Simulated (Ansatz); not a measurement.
Start from `O=CB(F)F` and change one atom or group to get `FBF`.

Ansatz, PBE0-D4/def2-TZVP geometries, multiplicity 1. Each molecule was computed in one conformer, which needn't be the lowest.

```json
{"property": "HOMO–LUMO gap (PBE0/def2-TZVPP) / eV", "`O=CB(F)F`": "5.08"}
{"property": "HOMO–LUMO gap (B3LYP/def2-TZVPP) / eV", "`O=CB(F)F`": "4.59"}
{"property": "HOMO energy (B3LYP/def2-TZVPP) / eV", "`O=CB(F)F`": "-7.64"}
{"property": "HOMO energy (PBE0/def2-TZVPP) / eV", "`O=CB(F)F`": "-7.86"}
{"property": "size of the dipole moment (B3LYP/def2-TZVPP) / D", "`O=CB(F)F`": "1.75"}
{"property": "zero-point energy (PBE0-D4/def2-TZVP) / kJ/mol", "`O=CB(F)F`": "74.1"}
```

(1) Give the same properties after the change, and the shifts. (An estimate is asked.)

Results:

(1) Computed: 
```json
{"property": "HOMO–LUMO gap (PBE0/def2-TZVPP) / eV", "`FBF`": "10.54", "shift": "5.46"}
{"property": "HOMO–LUMO gap (B3LYP/def2-TZVPP) / eV", "`FBF`": "10.01", "shift": "5.42"}
{"property": "HOMO energy (B3LYP/def2-TZVPP) / eV", "`FBF`": "-10.64", "shift": "-3.00"}
{"property": "HOMO energy (PBE0/def2-TZVPP) / eV", "`FBF`": "-10.86", "shift": "-3.00"}
{"property": "size of the dipole moment (B3LYP/def2-TZVPP) / D", "`FBF`": "0.89", "shift": "-0.86"}
{"property": "zero-point energy (PBE0-D4/def2-TZVP) / kJ/mol", "`FBF`": "47.1", "shift": "-27.0"}
```

With PBE0 the HOMO falls by 3.00 eV and the LUMO rises by 2.46 eV, so the gap widens by about 5.46 eV. PBE moves the HOMO by -2.91 eV and ωB97M-V by -3.02 eV. The zero-point energy changes by -27.0 kJ/mol with -6 modes. Dipoles are sizes alone; their direction can turn.

B3LYP here is the variant with VWN-RPA as its local correlation; programs differ in this.
